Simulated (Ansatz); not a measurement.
Input for Ansatz (an electronic-structure program): R-PBE/def2-TZVPP on AlSb, 2S+1 = 1, a spin state set in the input, which need not be the lowest, a point of a bond scan (R = 2.362 Å). Elements past Kr take the def2 small-core potentials; no spin–orbit coupling.

Ansatz 0.2 input:
```yaml
crystal:
  periodic: [false, false, false]
  atoms:
    - {symbol: Al, position_ang: [0.00000000, 0.00000000, 0.00000000]}
    - {symbol: Sb, position_ang: [0.00000000, 0.00000000, 2.36193900]}
basis:
  gaussian:
    orbitals: def2-TZVPP
    pivot_positions_ang: [[0.00000000, 0.00000000, 0.00000000], [0.00000000, 0.00000000, 2.36193900]]
hamiltonian:
  xc: {name: PBE}
output: {forces: true, orbitals: {seedname: ./end}}
```

Task: Predict the final total energy.

Result: -482.4846 hartree.
